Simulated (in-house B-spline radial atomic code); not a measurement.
**PBE hybrid excitations of the niobium ion Nb⁵⁺**

Method: PBE hybrid with 0 exact exchange. Computed with an all-electron radial atomic-structure program (B-spline basis): linear response of the closed shell [Ar] 3d10 4s2 4p6 with the functional's adiabatic kernel; scalar-relativistic (spin-free one-electron X2C), finite nucleus, no spin-orbit coupling, no double excitations, S, P, D and F terms only; shells from n = 2 respond. Only terms of natural parity with L up to 3 were computed.

Command:
```bash
python run_td.py task.json out
```
Settings (radii: box in bohr, nucleus in fm):
```
Z                        41
electrons                36
configuration            [Ar] 3d10 4s2 4p6
hamiltonian              x2c
method                   pbeh
box_radius               16.35
exact_exchange_fraction  0
rms_radius               4.324
intervals                71
```

Time taken, with all properties: 2.4 s on 1 thread of Arm Neoverse N1, on a shared host.

The lowest states, in the order of their Tamm-Dancoff energies; the method's threshold (minus the highest occupied level) is 93.98 eV. Labels give the largest channel, * marks a mixed state, and oscillator strengths are full-response dipole values. Semilocal kernels can invert the small singlet-triplet splittings of Rydberg terms. Energies in eV:

| state | full response | Tamm-Dancoff | oscillator strength |
| --- | --- | --- | --- |
| 4p → 4d 3P | 34.37 | 34.46 | - |
| 4p → 4d 3F | 34.73 | 34.84 | - |
| 4p → 4d 1F | 37.31 | 37.34 | - |
| 4p → 4d 1P | 45.83 | 47.42 | 5.46 |
| 4p → 5s 3P | 48.28 | 48.29 | - |
| 4p → 5s 1P | 48.91 | 48.93 | 0.621 |
| 4p → 5p 3S | 55.26 | 55.28 | - |
| 4p → 5p 3D | 55.77 | 55.78 | - |
| 4p → 5p 1D | ? | ? | - |
| 4p → 5p 1S | 58.51 | 58.69 | - |
| 4s → 4d 3D | 60.29 | 60.35 | - |
| 4s → 4d 1D | 62.96 | 63.01 | - |
| 4p → 4f 3D | 65.23 | 65.25 | - |
| 4p → 5d 3P | 66.81 | 66.82 | - |
| 4p → 5d 3F | ? | ? | - |
| 4p → 5d 1F | 67.28 | 67.28 | - |
| 4p → 4f 1D | 67.68 | 67.79 | - |
| 4p → 5d 1P | 68.44 | 68.72 | 0.174 |
| 4p → 6s 3P | 70.41 | 70.42 | - |
| 4p → 6s 1P | 70.60 | 70.61 | 0.104 |

Q: Where does 4p → 5p 1D lie?

A: At 56.15 eV in full response, 56.16 eV in Tamm-Dancoff.

Q: Where does 4p → 5d 3F lie?

A: At 66.92 eV in full response, 66.93 eV in Tamm-Dancoff.

Q: How large is the singlet-triplet splitting of 4p → 4d (F terms) in Tamm-Dancoff?

A: 2.5 eV, from the unrounded values.

Q: What polarisabilities and dispersion coefficient does the method give?

A: Dipole 2.283 bohr³, quadrupole 3.823 bohr⁵, C6 7.19 hartree·bohr⁶ for two such species.
